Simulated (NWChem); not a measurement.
All runs are NWChem calculations. System: disilylmethane (CH$_{8}$Si$_{2}$), charge 0, spin multiplicity 1, at a geometry optimised with PBE0/def2-SVP. Level: BP86/def2-TZVP.

Input file:

```
start mol
memory heap 200 mb stack 900 mb global 1100 mb
geometry units angstroms nocenter noautoz
  Si    -1.595063     0.000000     0.181922
  C      0.000000     0.000000    -0.819250
  Si     1.595063     0.000000     0.181922
  H     -2.788234     0.000000    -0.719950
  H     -1.663337    -1.212437     1.054581
  H     -1.663337     1.212437     1.054581
  H      0.000000     0.885490    -1.478376
  H      0.000000    -0.885490    -1.478376
  H      1.663337    -1.212437     1.054581
  H      1.663337     1.212437     1.054581
  H      2.788234     0.000000    -0.719950
  symmetry group C2v
end
basis spherical
  * library def2-tzvp
end
dft
  xc becke88 perdew86
  semidirect memsize 60000000 filesize 0
  iterations 100
end
task dft energy
```

Part of the output:

```
             Northwest Computational Chemistry Package (NWChem) 7.3.0
             --------------------------------------------------------

                                NWChem Input Module
                                -------------------

 Scaling coordinates for geometry "geometry" by  1.889725989
 (inverse scale =  0.529177249)

 Turning off AUTOSYM since
 SYMMETRY directive was detected!

                             Geometry "geometry" -> ""
                             -------------------------

 Output coordinates in angstroms (scale by  1.889725989 to convert to a.u.)

  No.       Tag          Charge          X              Y              Z
 ---- ---------------- ---------- -------------- -------------- --------------
    1 Si                  14.0000    -1.59506300     0.00000000     0.18192200
    2 C                    6.0000     0.00000000     0.00000000    -0.81925000
    3 Si                  14.0000     1.59506300     0.00000000     0.18192200
    4 H                    1.0000    -2.78823400     0.00000000    -0.71995000
    5 H                    1.0000    -1.66333700    -1.21243700     1.05458100
    6 H                    1.0000    -1.66333700     1.21243700     1.05458100
    7 H                    1.0000     0.00000000     0.88549000    -1.47837600
    8 H                    1.0000     0.00000000    -0.88549000    -1.47837600
    9 H                    1.0000     1.66333700    -1.21243700     1.05458100
   10 H                    1.0000     1.66333700     1.21243700     1.05458100
   11 H                    1.0000     2.78823400     0.00000000    -0.71995000

 Effective nuclear repulsion energy (a.u.)     150.3009345916

            Nuclear Dipole moment (a.u.)
            ----------------------------
        X                 Y               Z
 ---------------- ---------------- ----------------
     0.0000000000     0.0000000000    -0.0000226767

      Symmetry information
      --------------------

 Group name             C2v
 Group number             16
 Group order               4
 No. of unique centers     5

      Symmetry unique atoms

     1    2    4    5    7


 Summary of "ao basis" -> "" (spherical)
 ------------------------------------------------------------------------------
       Tag                 Description            Shells   Functions and Types
 ---------------- ------------------------------  ------  ---------------------
 *                         def2-tzvp                  on all atoms

  perdew86 is a nonlocal functional; adding perdew81 local functional.

                                 NWChem DFT Module
                                 -----------------

 Summary of "ao basis" -> "ao basis" (spherical)
 ------------------------------------------------------------------------------
       Tag                 Description            Shells   Functions and Types
 ---------------- ------------------------------  ------  ---------------------
 Si                        def2-tzvp                13       37   5s5p2d1f
 C                         def2-tzvp                11       31   5s3p2d1f
 H                         def2-tzvp                 4        6   3s1p

 Summary of "ao basis" -> "ao basis" (spherical)
 ------------------------------------------------------------------------------
       Tag                 Description            Shells   Functions and Types
 ---------------- ------------------------------  ------  ---------------------
 Si                        def2-tzvp                13       37   5s5p2d1f
 C                         def2-tzvp                11       31   5s3p2d1f
 H                         def2-tzvp                 4        6   3s1p

      Symmetry analysis of basis
      --------------------------

        a1         55
        a2         23
        b1         44
        b2         31

            General Information
            -------------------
          SCF calculation type: DFT
          Wavefunction type:  closed shell.
          No. of atoms     :    11
          No. of electrons :    42
           Alpha electrons :    21
            Beta electrons :    21
          Charge           :     0
          Spin multiplicity:     1
          Use of symmetry is: on ; symmetry adaption is: on
          Maximum number of iterations: 100
          AO basis - number of functions:   153
                     number of shells:    69
          Convergence on energy requested:  1.00D-06
          Convergence on density requested:  1.00D-05
          Convergence on gradient requested:  5.00D-04

              XC Information
              --------------
                    Becke 1988 Exchange Functional  1.000
                Perdew 1981 Correlation Functional  1.000 local
                Perdew 1986 Correlation Functional  1.000 non-local

             Grid Information
             ----------------
          Grid used for XC integration:  medium
          Radial quadrature: Mura-Knowles
          Angular quadrature: Lebedev.
          Tag              B.-S. Rad. Rad. Pts. Rad. Cut. Ang. Pts.
          ---              ---------- --------- --------- ---------
          Si                  1.10       88          12.0       590
          C                   0.70       49          10.0       434
          H                   0.35       45          13.0       434
          Grid pruning is: on
          Number of quadrature shells:   272
          Spatial weights used:  Erf1

          Convergence Information
          -----------------------
          Convergence aids based upon iterative change in
          total energy or number of iterations.
          Levelshifting, if invoked, occurs when the
          HOMO/LUMO gap drops below (HL_TOL):  1.00D-02
          DIIS, if invoked, will attempt to extrapolate
          using up to (NFOCK): 10 stored Fock matrices.

                    Damping( 0%)  Levelshifting(0.5)       DIIS
                  --------------- ------------------- ---------------
          dE  on:    start            ASAP                start
          dE off:    2 iters        100 iters           100 iters

      Screening Tolerance Information
      -------------------------------
          Density screening/tol_rho:  1.00D-10
          AO Gaussian exp screening on grid/accAOfunc:  14
          CD Gaussian exp screening on grid/accCDfunc:  20
          XC Gaussian exp screening on grid/accXCfunc:  20
          Schwarz screening/accCoul:  1.00D-08

      Superposition of Atomic Density Guess
      -------------------------------------

 Sum of atomic energies:        -619.34062280

      Non-variational initial energy
      ------------------------------

 Total energy =    -620.689244
 1-e energy   =   -1154.097907
 2-e energy   =     383.107729
 HOMO         =      -0.366704
 LUMO         =       0.009831

      Symmetry analysis of molecular orbitals - initial
      -------------------------------------------------

  Numbering of irreducible representations:

     1 a1          2 a2          3 b1          4 b2

  Orbital symmetries:

     1 a1          2 b1          3 a1          4 a1          5 b1
     6 a1          7 b1          8 a1          9 b2         10 b1
    11 a2         12 a1         13 b1         14 a1         15 b2
    16 a1         17 b1         18 a2         19 b2         20 a1
    21 b1         22 a1         23 a1         24 a1         25 a2
    26 b1         27 b2         28 b1         29 b2         30 a1
    31 b1

------------------------------------------------------------
EAF file 0: "./mol.aoints.0" size=524288 bytes
------------------------------------------------------------
               write      read    awrite     aread      wait
               -----      ----    ------     -----      ----
     calls:        1         0         0         0         0
   data(b): 5.24e+05  0.00e+00  0.00e+00  0.00e+00
   time(s): 0.00e+00  0.00e+00  0.00e+00  0.00e+00  0.00e+00
rate(mb/s): 0.00e+00  0.00e+00
------------------------------------------------------------

   convergence    iter        energy       DeltaE   RMS-Dens  Diis-err    time
 ---------------- ----- ----------------- --------- --------- ---------  ------
 d= 0,ls=0.0,diis     1   -621.9475500876 -7.72D+02  1.62D-02  8.71D-01     3.0
 d= 0,ls=0.0,diis     2   -621.9763825226 -2.88D-02  2.03D-03  6.65D-02     3.4
 d= 0,ls=0.0,diis     3   -621.9687676210  7.61D-03  1.12D-03  1.35D-01     3.8
 d= 0,ls=0.0,diis     4   -621.9857657832 -1.70D-02  2.53D-04  1.53D-03     4.2
 d= 0,ls=0.0,diis     5   -621.9860175402 -2.52D-04  3.74D-05  1.23D-04     4.7
  Resetting Diis
 d= 0,ls=0.0,diis     6   -621.9860310150 -1.35D-05  6.65D-06  1.84D-06     5.2
 d= 0,ls=0.0,diis     7   -621.9860313001 -2.85D-07  3.47D-06  1.52D-07     5.7

         Total DFT energy =     -621.986031300144
      One electron energy =    -1157.784199038650
           Coulomb energy =      435.774974651857
    Exchange-Corr. energy =      -50.277741505000
 Nuclear repulsion energy =      150.300934591648

 Numeric. integr. density =       42.000033392257

     Total iterative time =      5.0s

                  Occupations of the irreducible representations
                  ----------------------------------------------

                     irrep           alpha         beta
                     --------     --------     --------
                     a1                9.0          9.0
                     a2                2.0          2.0
                     b1                7.0          7.0
                     b2                3.0          3.0

                       DFT Final Molecular Orbital Analysis
                       ------------------------------------

 Vector   19  Occ=2.000000D+00  E=-3.024818D-01  Symmetry=b2
              MO Center= -1.7D-12,  4.6D-14,  5.5D-01, r^2= 4.9D+00
   Bfn.  Coefficient  Atom+Function         Bfn.  Coefficient  Atom+Function
  ----- ------------  ---------------      ----- ------------  ---------------
    16      0.181879   1 Si py               84      0.181879   3 Si py
   113     -0.153440   5 H  s               119      0.153440   6 H  s
   137     -0.153440   9 H  s               143      0.153440  10 H  s
    44     -0.126623   2 C  py              114     -0.102853   5 H  s
   120      0.102853   6 H  s               138     -0.102853   9 H  s

 Vector   20  Occ=2.000000D+00  E=-2.919741D-01  Symmetry=a1
              MO Center= -4.5D-14, -4.4D-14,  9.1D-03, r^2= 4.9D+00
   Bfn.  Coefficient  Atom+Function         Bfn.  Coefficient  Atom+Function
  ----- ------------  ---------------      ----- ------------  ---------------
    45      0.212300   2 C  pz               17     -0.183703   1 Si pz
    85     -0.183703   3 Si pz               48      0.168769   2 C  pz
   107      0.118517   4 H  s               149      0.118517  11 H  s
   113     -0.108558   5 H  s               119     -0.108558   6 H  s
   137     -0.108558   9 H  s               143     -0.108558  10 H  s

 Vector   21  Occ=2.000000D+00  E=-2.814815D-01  Symmetry=b1
              MO Center= -5.2D-14, -6.2D-16, -5.1D-01, r^2= 4.7D+00
   Bfn.  Coefficient  Atom+Function         Bfn.  Coefficient  Atom+Function
  ----- ------------  ---------------      ----- ------------  ---------------
    43      0.264729   2 C  px               15     -0.213045   1 Si px
    46      0.213343   2 C  px               83     -0.213045   3 Si px
   107      0.169876   4 H  s               149     -0.169876  11 H  s
    49      0.130492   2 C  px              108      0.121192   4 H  s
   150     -0.121192  11 H  s               106      0.104018   4 H  s

 Vector   22  Occ=0.000000D+00  E=-2.051814D-02  Symmetry=a1
              MO Center=  3.5D-15, -8.8D-16, -1.7D-02, r^2= 7.5D+00
   Bfn.  Coefficient  Atom+Function         Bfn.  Coefficient  Atom+Function
  ----- ------------  ---------------      ----- ------------  ---------------
    42      2.337736   2 C  s                18     -0.706654   1 Si px
    86      0.706654   3 Si px              126     -0.543307   7 H  s
   132     -0.543307   8 H  s                20      0.489057   1 Si pz
    88      0.489057   3 Si pz                5     -0.291806   1 Si s
    73     -0.291806   3 Si s               114     -0.241111   5 H  s

 Vector   23  Occ=0.000000D+00  E=-4.020618D-03  Symmetry=a1
              MO Center=  1.3D-13, -1.8D-14,  3.4D-01, r^2= 5.9D+00
   Bfn.  Coefficient  Atom+Function         Bfn.  Coefficient  Atom+Function
  ----- ------------  ---------------      ----- ------------  ---------------
   108      0.840415   4 H  s               150      0.840415  11 H  s
    20      0.691876   1 Si pz               88      0.691876   3 Si pz
    18      0.355597   1 Si px               86     -0.355597   3 Si px
    51     -0.311383   2 C  pz                5     -0.306607   1 Si s
    73     -0.306607   3 Si s               114     -0.227046   5 H  s

 Vector   24  Occ=0.000000D+00  E= 1.456085D-02  Symmetry=a2
              MO Center=  8.0D-13, -5.2D-14, -1.7D-01, r^2= 6.8D+00
   Bfn.  Coefficient  Atom+Function         Bfn.  Coefficient  Atom+Function
  ----- ------------  ---------------      ----- ------------  ---------------
    19      1.009444   1 Si py               87     -1.009444   3 Si py
   114      0.711727   5 H  s               120     -0.711727   6 H  s
   138     -0.711727   9 H  s               144      0.711727  10 H  s
    16      0.202613   1 Si py               84     -0.202613   3 Si py
    27     -0.117758   1 Si d -1             95      0.117758   3 Si d -1

 center of mass
 --------------
 x =   0.00000000 y =   0.00000000 z =   0.00418918

 moments of inertia (a.u.)
 ------------------
          97.652609334575           0.000000000000           0.000000000000
           0.000000000000         675.009091391511           0.000000000000
           0.000000000000           0.000000000000         630.968735965586

     Multipole analysis of the density
     ---------------------------------

     L   x y z        total         alpha         beta         nuclear
     -   - - -        -----         -----         ----         -------
     0   0 0 0      0.000000    -21.000000    -21.000000     42.000000

     1   1 0 0      0.000000      0.000000      0.000000      0.000000
     1   0 1 0      0.000000      0.000000      0.000000      0.000000
     1   0 0 1     -0.347563     -0.173770     -0.173770     -0.000023

     2   2 0 0    -30.057263   -189.749354   -189.749354    349.441445
     2   1 1 0      0.000000      0.000000      0.000000      0.000000
     2   1 0 1      0.000000      0.000000      0.000000      0.000000
     2   0 2 0    -27.934056    -27.266027    -27.266027     26.597998
     2   0 1 1      0.000000      0.000000      0.000000      0.000000
     2   0 0 2    -27.874696    -40.381280    -40.381280     52.887863

 Task  times  cpu:        5.7s     wall:        5.7s

 Total times  cpu:        5.7s     wall:        5.7s
```
